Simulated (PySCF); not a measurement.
Species: C10H14O.
Structure used (PBE0-D3(BJ)/def2-SVP), in Å, numbered top down from 1:
```
atom  x, y, z in Å
O1    -0.403   -1.716    2.442
C2    -0.238   -1.037    1.458
C3     1.017   -0.225    1.193
C4     1.625   -0.688   -0.141
C5     0.608   -0.498   -1.270
C6     0.217    0.980   -1.366
C7    -0.400    1.439   -0.042
C8    -1.648    0.603    0.258
C9    -1.268   -0.884    0.354
C10   -0.638   -1.338   -0.973
C11    0.616    1.256    1.089
H12    1.712   -0.393    2.029
H13    2.540   -0.105   -0.346
H14    1.927   -1.746   -0.073
H15    1.053   -0.828   -2.223
H16   -0.501    1.129   -2.190
H17    1.105    1.591   -1.601
H18   -0.681    2.503   -0.112
H19   -2.401    0.736   -0.537
H20   -2.114    0.936    1.201
H21   -2.138   -1.503    0.617
H22   -0.377   -2.408   -0.923
H23   -1.378   -1.227   -1.784
H24    1.516    1.865    0.899
H25    0.191    1.600    2.046
```

Definitions: NICS(0) = −σiso at the ring centroid; NICS(1) = −σiso and NICS(1)zz = −σzz at ±1 Å along the ring normal z. Level: GIAO KT2/pcSseg-1 (PySCF, non-relativistic, gas phase) on the PBE0-D3(BJ)/def2-SVP geometry, one conformer.

Ring bond lengths (Å): C2–C3 1.518, C3–C4 1.538, C4–C5 1.531, C5–C10 1.531, C10–C9 1.538, C9–C2 1.518; C2–C3 1.518, C3–C11 1.538, C11–C7 1.531, C7–C8 1.531, C8–C9 1.538, C9–C2 1.518; C3–C4 1.538, C4–C5 1.531, C5–C6 1.532, C6–C7 1.532, C7–C11 1.531, C11–C3 1.538.

Task: What do the NICS probes read (ppm)?

Result: 
```csv
ring,type,NICS(0),"NICS(1), two faces","NICS(1)zz, two faces",rms pucker (Å),"centre to ring atoms, mean (Å)"
C2–C3–C4–C5–C10–C9,6-membered carbocycle; formal bonds all single,0.2,-1.9 / 0.2,-0.6 / -6.6,0.25,1.47
C2–C3–C11–C7–C8–C9,6-membered carbocycle; formal bonds all single,0.1,-2.0 / 0.2,-0.6 / -6.5,0.25,1.46
C3–C4–C5–C6–C7–C11,6-membered carbocycle; formal bonds all single,0.1,0.9 / -0.4,-5.6 / 3.7,0.25,1.47
```

Task: What do they say, and how far can they be read as aromaticity?

Result: 
- C2–C3–C4–C5–C10–C9: mean NICS(1)zz -3.6 ppm, shielded. C3, C4, C5, C9, C10 have four or more neighbours, and the NICS criterion for π rings isn't applied. The two faces differ by 6.0 ppm, so no symmetry operation interchanges them.
- C2–C3–C11–C7–C8–C9: mean NICS(1)zz -3.6 ppm, shielded. C3, C7, C8, C9, C11 have four or more neighbours, and the NICS criterion for π rings isn't applied. The two faces differ by 5.9 ppm, so no symmetry operation interchanges them.
- C3–C4–C5–C6–C7–C11: mean NICS(1)zz -0.9 ppm, near zero. C3, C4, C5, C6, C7, C11 have four or more neighbours, and the NICS criterion for π rings isn't applied. The two faces differ by 9.3 ppm, so no symmetry operation interchanges them.

Task: What are the shieldings of the ring atoms and their hydrogens in the same run (means over atoms taken as equivalent)?

Result: 
```json
{"atoms": "C2", "environment": "ketone carbonyl carbon", "σ isotropic (ppm)": "-20.0", "principal values of the symmetric part, first atom (ppm)": "-90.1, -72.4, 102.4"}
{"atoms": "C3 (×2)", "environment": "sp3 carbon at a ring junction", "σ isotropic (ppm)": "131.4", "principal values of the symmetric part, first atom (ppm)": "115.5, 117.3, 161.3"}
{"atoms": "C4 (×4)", "environment": "ring CH2 carbon", "σ isotropic (ppm)": "138.3", "principal values of the symmetric part, first atom (ppm)": "126.6, 138.0, 151.0"}
{"atoms": "C5 (×2)", "environment": "sp3 carbon at a ring junction", "σ isotropic (ppm)": "149.9", "principal values of the symmetric part, first atom (ppm)": "145.7, 146.3, 157.8"}
{"atoms": "C6", "environment": "ring CH2 carbon", "σ isotropic (ppm)": "141.3", "principal values of the symmetric part, first atom (ppm)": "134.9, 141.1, 147.9"}
{"atoms": "H12 (×2)", "environment": "methine hydrogen", "σ isotropic (ppm)": "28.98", "principal values of the symmetric part, first atom (ppm)": "25.8, 26.8, 34.3"}
{"atoms": "H13 (×4)", "environment": "methylene hydrogen", "σ isotropic (ppm)": "28.98", "principal values of the symmetric part, first atom (ppm)": "25.4, 26.8, 34.7"}
{"atoms": "H14 (×4)", "environment": "methylene hydrogen", "σ isotropic (ppm)": "29.04", "principal values of the symmetric part, first atom (ppm)": "25.5, 27.1, 34.4"}
{"atoms": "H15 (×2)", "environment": "methine hydrogen", "σ isotropic (ppm)": "29.40", "principal values of the symmetric part, first atom (ppm)": "26.0, 26.1, 36.1"}
{"atoms": "H16 (×2)", "environment": "methylene hydrogen", "σ isotropic (ppm)": "29.17", "principal values of the symmetric part, first atom (ppm)": "26.4, 27.0, 34.1"}
```

Task: How do the values depend on the level or the medium?

Result: 
```
             level  NICS(0), C2–C3–C4–C5–C10–C9  mean NICS(1)zz, C2–C3–C4–C5–C10–C9  NICS(0), C2–C3–C11–C7–C8–C9  mean NICS(1)zz, C2–C3–C11–C7–C8–C9  NICS(0), C3–C4–C5–C6–C7–C11  mean NICS(1)zz, C3–C4–C5–C6–C7–C11
 KT2/pcSseg-1, gas                          0.2                                -3.6                          0.1                                -3.6                          0.1                                -0.9
PBE0/pcSseg-1, gas                         -0.3                                -4.3                         -0.5                                -4.3                         -0.7                                -1.8
```

The geometry is the same throughout.
